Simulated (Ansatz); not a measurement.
C2H5AlFNS, SMILES `CS[C]1(F)[NH][AlH]1`, relaxed with RKS PBE0-D4/def2-TZVP in Ansatz from a PBE-D4/def2-SVP geometry. The force threshold is 0.005 eV/Å; the program also tests the step.

Total charge 0; spin multiplicity 1.

Start:

```xyz
11

C    -0.261    0.172    1.988
S    -0.439    1.305    0.563
C     0.467    0.381   -0.703
F     1.811    0.271   -0.320
N    -0.063   -0.878   -1.187
Al   -0.162    0.241   -2.552
H     0.810   -0.044    2.166
H    -0.819   -0.774    1.832
H    -0.677    0.692    2.871
H    -0.144   -1.692   -0.568
H    -0.524    0.325   -4.092
```

```csv
step,energy (eV),largest force (eV/Å),largest move (Å)
1,-23783.1122,0.752,0.000
2,-23783.1614,0.496,0.029
3,-23783.1737,0.187,0.038
4,-23783.1750,0.076,0.016
5,-23783.1755,0.029,0.008
6,-23783.1757,0.013,0.012
7,-23783.1757,0.012,0.005
8,-23783.1757,0.005,0.008
```

End:

```xyz
11

C    -0.264    0.165    1.955
S    -0.366    1.306    0.563
C     0.481    0.391   -0.705
F     1.835    0.284   -0.376
N    -0.052   -0.876   -1.151
Al   -0.172    0.201   -2.507
H     0.777   -0.052    2.197
H    -0.807   -0.760    1.753
H    -0.731    0.661    2.807
H    -0.139   -1.658   -0.518
H    -0.563    0.340   -4.018
```

It took 34 s on 4 threads of an Intel Xeon Platinum 8375C on a shared host, with 0.71 GiB of host memory at the peak.
